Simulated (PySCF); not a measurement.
Static response to an electric field

Compound: Si(GeH3)4.
Geometry (PBE0-D3(BJ)/def2-SVP, Å), atoms numbered from 1 in this order:
```xyz
17
Ge4H12Si angstrom
Si    -0.0027   -0.0018    0.0194
Ge    -0.0436    0.0425    2.4032
H      0.6632   -1.2033    2.9715
H     -1.4973    0.0584    2.9129
H      0.6767    1.2995    2.9277
Ge     2.2555    0.0131   -0.7471
H      2.9983   -1.2500   -0.2706
H      2.9910    1.2529   -0.2022
H      2.2935    0.0557   -2.2870
Ge    -1.1246    1.9115   -0.8576
H     -2.5847    1.9492   -0.3658
H     -1.1261    1.8585   -2.3978
H     -0.4217    3.2076   -0.4101
Ge    -1.0947   -1.9686   -0.7747
H     -0.3805   -3.2267   -0.2437
H     -1.0701   -2.0019   -2.3150
H     -2.5610   -1.9971   -0.3029
```

Level: wB97X-D/def2-SVPD (PySCF), static field, nuclei fixed, core orbitals frozen in the response. The polarisability tensor in these axes (au):

```
x   169.03   0.17   0.12
y     0.17 168.99  -0.12
z     0.12  -0.12 169.60
```

Question: What are the eigenvalues, a third of the trace, and Δα (Δα² = ½Σ(αi − αj)² over the three pairs)?

Answer: Principal values 168.81, 169.18 and 169.63 au; mean 169.21 au = 25.07 Å³ = 27.90 × 10⁻⁴⁰ C²·m²/J; Δα = 0.72 au (0 % of the mean).

Question: What is the dipole moment?

Answer: 0.04 D at this geometry.

Question: Traceless (Buckingham) quadrupole moment about the centre of nuclear charge: eigenvalues?

Answer: -0.05, -0.01, 0.06 D·Å. The electronic extent ⟨r²⟩ about the same centre is 3263 bohr², a root-mean-square distance of 2.44 Å for the 154 electrons.

Question: Find the Langevin capture rate constant for NO+ (29.998 u) meeting this molecule (335.756 u), k = 2.342 × 10⁻⁹ cm³/s × √(α in Å³ / reduced mass in u).

Answer: The reduced mass is 27.54 u, so k = 2.23 × 10⁻⁹ cm³/s.

Question: Refractivity n − 1 of an ideal gas of it at 400 K and 1 atm, from the electronic α?

Answer: N = p/kT = 1.8347 × 10¹⁹ cm⁻³, so n − 1 = 2π × N × 25.07 × 10⁻²⁴ cm³ = 2891 × 10⁻⁶ at long wavelengths.

Geometry: PBE0-D3(BJ)/def2-SVP; no solvent, vibrations or thermal averaging. The calculation is non-relativistic, for germanium too.
